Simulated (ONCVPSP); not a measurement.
Be, ONCV: configuration errors across variants

- Element: beryllium (Be)
- Generator: ONCVPSP 4.0.1
- Type: optimised norm-conserving Vanderbilt (ONCV)
- Functional: LDA (Perdew-Wang 92)
- Relativity: scalar-relativistic
- Frozen core: [He]
- Valence charge: 2
- Reference configuration: 2s1.5 (charge +0.5)
- Partial waves: 2s: rc 2.15 bohr, ncon 4, nbas 8, qcut 3.1 1/bohr, 1 projector; p scattering state at 0.44 Ha: rc 2.30 bohr, ncon 4, nbas 8, qcut 3.7 1/bohr, 2 projectors, debl 1.3 Ha; d scattering state at 0.3 Ha: rc 1.85 bohr, ncon 4, nbas 7, qcut 4.4 1/bohr, 2 projectors, debl 2.4 Ha
- Local potential: polynomial inside 1.75 bohr (lpopt 5, dvloc0 4 Ha)
- Core correction: polynomial model core, fcfact 0.45

In the p channel the program set the typed energies aside and used 0.050, 1.350 Ha.

All-electron excitation energies from the reference (eV): (1) 2s2 -3.748; (2) 2s1 5.765; (3) 2s1 2p1 -0.230; (4) 2s0 2p2 3.321.

Errors AE − PS in meV (a dash: test not solved or not reliable):

```tsv
change	(1)	(2)	(3)	(4)	bound ghosts	GHOST(+) flags above zero
base	+0.6	+0.2	+4.5	+5.4	none	none
p: rc 1.82	+0.6	+0.2	+4.4	+11	none	none
p: rc 2.04	+0.6	+0.2	+4.9	+9.9	none	none
p: rc 2.2	+0.6	+0.2	+4.8	+7.5	none	none
p: rc 2.54	+0.6	+0.2	+2.4	-2.7	none	none
p: rc 2.7	+0.6	+0.2	-0.3	-11	none	none
p: rc 2.96	+0.6	+0.2	+8.8	+6.1	none	none
p: rc 3.18	+0.6	+0.2	+10	+5.4	none	none
p: rc 3.34	+0.6	+0.2	+12	+5.2	none	none
```

(1) Give the same row for: p: rc 1.6; local potential polynomial inside 1.60 bohr (lpopt 5, dvloc0 4 Ha).

## Answers

(1) +0.8, +0.4, +3.7, +10; bound ghosts: none; GHOST(+) flags above zero: none.
